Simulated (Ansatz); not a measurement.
ClH₂O₃Ta, SMILES `[O]=[Ta]([OH])([OH])[Cl]`, relaxed with RKS PBE-D4/def2-SVP in the Gaussian-basis code of Ansatz from a rough embedded geometry. The force threshold is 0.03 eV/Å; the program also tests the step.

Charge 0, multiplicity 1. Ta: def2 effective core potential.

Start:

```xyz
7

O    -0.052   -2.171   -1.104
Ta   -0.116   -0.436   -0.277
O     0.229   -0.693    1.780
O     1.450    0.835   -1.050
Cl   -2.341    0.655   -0.618
H    -0.241    0.075    2.244
H     1.071    1.736   -0.975
```

Problem. How much energy does the relaxation release, and in how many steps? (An estimate is asked.)

Solution. The calculation gave: 195.83 kJ/mol, in 7 steps.

Problem. Which bonds change most? (An estimate is asked.)

Solution. Ansatz gave: Ta2–O4 from 2.160 to 1.916 Å; O1–Ta2 from 1.923 to 1.734 Å; Ta2–O3 from 2.101 to 1.916 Å; Ta2–Cl5 from 2.501 to 2.335 Å.

Problem. Give the relaxed structure. (Estimate.)

Solution. The calculation gave: 
```xyz
7

O     0.016   -1.927   -0.991
Ta   -0.207   -0.364   -0.274
O     0.030   -0.618    1.611
O     1.127    0.763   -1.063
Cl   -2.349    0.441   -0.739
H     0.023    0.014    2.351
H     1.360    1.692   -0.895
```
